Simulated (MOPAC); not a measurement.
MOPAC input (PM6):

```
PM6 FORCE THERMO(298,298) PRECISE LET CHARGE=-1 GEO-OK AUX(PRECISION=9) THREADS=1
C6H7

C     1.52153049 1   -0.61890200 1   -0.10439317 1
C     1.40881471 1    0.90331233 1    0.20662719 1
C    -0.07667791 1    0.65495777 1    0.39512209 1
C     0.15530983 1   -0.69488029 1    0.02602859 1
C    -1.28699451 1   -0.95052641 1   -0.34861147 1
C    -1.48845618 1    0.61979928 1   -0.09489588 1
H     2.33705586 1   -1.24264778 1   -0.24287026 1
H     1.66442156 1    1.53856543 1   -0.64381540 1
H     1.93685659 1    1.24009052 1    1.09968993 1
H    -1.44641411 1   -1.26931913 1   -1.37614453 1
H    -1.84342923 1   -1.58842866 1    0.33407311 1
H    -1.70795038 1    1.17651079 1   -1.00955026 1
H    -2.24347224 1    0.85083243 1    0.65986761 1
```

Output:

```
 *******************************************************************************
 **                                                                           **
 **                              MOPAC v23.2.5                                **
 **                                                                           **
 *******************************************************************************
 ** MOPAC's Digital Object Identifier: https://doi.org/10.5281/zenodo.6511958 **
 **                                                                           **
 ** Please cite the open-source release paper for use of this MOPAC version:  **
 ** J. E. Moussa and J. J. P. Stewart (2026)                                  **
 ** MOPAC: An open-source semiempirical molecular orbital program             **
 ** J. Open Source Softw., 11(119), 8025, https://doi.org/10.21105/joss.08025 **
 *******************************************************************************

                              PM6 CALCULATION RESULTS

 *******************************************************************************
 *  PM6        - The PM6 Hamiltonian to be used
 *  GEO-OK     - OVERRIDE INTERATOMIC DISTANCE AND OTHER SAFETY CHECKS
 *
 *
 *
 *                 CHARGE ON SYSTEM = -1
 *
 *
 *
 *  LET        - OVERRIDE SOME SAFETY CHECKS
 *  PRECISE    - TIGHTER CRITERIA TO BE USED
 *  FORCE      - FORCE CALCULATION SPECIFIED
 *  AUX        - OUTPUT AUXILIARY INFORMATION
 *  THERMO     - THERMODYNAMIC QUANTITIES TO BE CALCULATED
 *******************************************************************************
PM6 FORCE THERMO(298,298) PRECISE LET CHARGE=-1 GEO-OK AUX(PRECISION=9) THREADS=1
 C6H7

   ATOM   CHEMICAL          X               Y               Z
  NUMBER   SYMBOL      (ANGSTROMS)     (ANGSTROMS)     (ANGSTROMS)

     1       C          1.52153049  *  -0.61890200  *  -0.10439317  *
     2       C          1.40881471  *   0.90331233  *   0.20662719  *
     3       C         -0.07667791  *   0.65495777  *   0.39512209  *
     4       C          0.15530983  *  -0.69488029  *   0.02602859  *
     5       C         -1.28699451  *  -0.95052641  *  -0.34861147  *
     6       C         -1.48845618  *   0.61979928  *  -0.09489588  *
     7       H          2.33705586  *  -1.24264778  *  -0.24287026  *
     8       H          1.66442156  *   1.53856543  *  -0.64381540  *
     9       H          1.93685659  *   1.24009052  *   1.09968993  *
    10       H         -1.44641411  *  -1.26931913  *  -1.37614453  *
    11       H         -1.84342923  *  -1.58842866  *   0.33407311  *
    12       H         -1.70795038  *   1.17651079  *  -1.00955026  *
    13       H         -2.24347224  *   0.85083243  *   0.65986761  *

          CARTESIAN COORDINATES

    NO.       ATOM           X           Y           Z

     1         C          1.5215     -0.6189     -0.1044
     2         C          1.4088      0.9033      0.2066
     3         C         -0.0767      0.6550      0.3951
     4         C          0.1553     -0.6949      0.0260
     5         C         -1.2870     -0.9505     -0.3486
[...]
 TRANSITION DIPOLE   0.2394         C  5 -- H 11         +42.9% ( 67.9%)     97.9%
 TRAVEL (Ang.)       0.2328         C  6 -- H 12          +3.1% ( 18.3%)     98.8%
 REDUCED MASS        0.4579         C  6 -- H 13          +1.9% ( 14.3%)     96.7%
 EFFECTIVE MASS      1.4834
 FORCE CONSTANT      1.9928

 VIBRATION         30   30A           ATOM PAIR      ENERGY CONTRIBUTION    RADIAL
 FREQUENCY          2741.93         C  6 -- H 13         +56.6% ( 74.3%)     98.0%
 TRANSITION DIPOLE   0.0896         C  6 -- H 12         +41.2% ( 63.4%)     96.1%
 TRAVEL (Ang.)       0.2245         C  4 -- C  6          +0.6% (  7.5%)     99.6%
 REDUCED MASS        0.4880         C  5 -- C  6          +0.6% (  7.4%)     53.4%
 EFFECTIVE MASS      1.2244
 FORCE CONSTANT      2.1616

 VIBRATION         31   31A           ATOM PAIR      ENERGY CONTRIBUTION    RADIAL
 FREQUENCY          2751.66         C  2 -- H  9         +53.9% ( 72.6%)     97.6%
 TRANSITION DIPOLE   0.0403         C  2 -- H  8         +44.1% ( 65.7%)     96.3%
 TRAVEL (Ang.)       0.2249         C  2 -- C  4          +0.6% (  7.6%)     99.9%
 REDUCED MASS        0.4845         C  1 -- C  2          +0.6% (  7.4%)     52.7%
 EFFECTIVE MASS      1.2233
 FORCE CONSTANT      2.1615

 VIBRATION         32   32A           ATOM PAIR      ENERGY CONTRIBUTION    RADIAL
 FREQUENCY          2768.61         C  5 -- H 11         +52.4% ( 71.6%)     97.2%
 TRANSITION DIPOLE   0.2689         C  5 -- H 10         +45.5% ( 66.7%)     96.4%
 TRAVEL (Ang.)       0.2251         C  3 -- C  5          +0.6% (  7.4%)     98.6%
 REDUCED MASS        0.4805         C  5 -- C  6          +0.5% (  7.2%)     43.0%
 EFFECTIVE MASS      1.2281
 FORCE CONSTANT      2.1702

 VIBRATION         33   33A           ATOM PAIR      ENERGY CONTRIBUTION    RADIAL
 FREQUENCY          2855.95         C  1 -- H  7         +95.2% ( 99.9%)    100.0%
 TRANSITION DIPOLE   0.8268         C  1 -- C  4          +1.6% ( 12.8%)     68.7%
 TRAVEL (Ang.)       0.1596         C  1 -- C  3          +1.6% ( 12.8%)     99.2%
 REDUCED MASS        0.9273         C  1 -- C  2          +1.5% ( 12.6%)     41.4%
 EFFECTIVE MASS      1.4913
 FORCE CONSTANT      4.4565

      SYMMETRY NUMBER FOR POINT-GROUP C1  =  1

          SYSTEM IS A GROUND STATE

 C6H7

          MOLECULE IS NOT LINEAR

          THERE ARE 33 GENUINE VIBRATIONS IN THIS SYSTEM
          THIS THERMODYNAMICS CALCULATION IS LIMITED TO
          MOLECULES WHICH HAVE NO INTERNAL ROTATIONS

                    CALCULATED THERMODYNAMIC PROPERTIES
                                          *
   TEMP. (K)   PARTITION FUNCTION   H.O.F.    ENTHALPY  HEAT CAPACITY ENTROPY
                                   KCAL/MOL   CAL/MOLE    CAL/K/MOL  CAL/K/MOL

 298.00  VIB.     0.4693D+01                  1564.0706    14.1507     8.3210
         ROT.     0.9103D+05                   888.2803     2.9808    25.6725
         INT.     0.4272D+06                  2452.3509    17.1315    33.9935
         TRA.     0.6804D+27                  1480.4672     4.9680    39.0177
         TOT.                      105.784    3932.8181    22.0996    73.0112

   *: NOTE: HEATS OF FORMATION ARE RELATIVE TO THE
            ELEMENTS IN THEIR STANDARD STATE AT 298K
              (=  Standard Enthalpy of Formation).

            Hvib:  Zero-point energy is not included.
                   frequencies of less than zero cm-1 are not included.
            Hrot = (3/2)RT
            Htra = (3/2)RT + pV = (5/2)RT

            Heat capacity is Cp, not Cv

          For more information, see: HTTP://OpenMOPAC.net/Manual/thermochemistry.html

           FORCE CONSTANT IN CARTESIAN COORDINATES (Millidynes/A)

    ATOM   CHEMICAL       X               Y               Z
   NUMBER   SYMBOL  FORCE CONSTANT  FORCE CONSTANT  FORCE CONSTANT

      1       C        6.561083       11.151037        1.481332
      2       C        6.196831        6.582523        6.046976
      3       C        7.809371        9.561384        2.097047
      4       C        7.682682       13.028625        2.477418
      5       C        6.007635        6.747471        6.437013
      6       C        5.513143        7.031042        6.331304
      7       H        2.353234        2.755044        0.222144
      8       H        1.226709        1.214726        2.962141
      9       H        1.321909        1.228013        2.884595
     10       H        1.436195        0.626842        3.374805
     11       H        1.274426        2.172537        2.005758
     12       H        1.097112        0.642262        3.641684
     13       H        1.223032        2.650981        1.550798

 **********************
 *                    *
 * JOB ENDED NORMALLY *
 *                    *
 **********************

 == MOPAC DONE ==
```

The dipole moment of an ion depends on the origin.
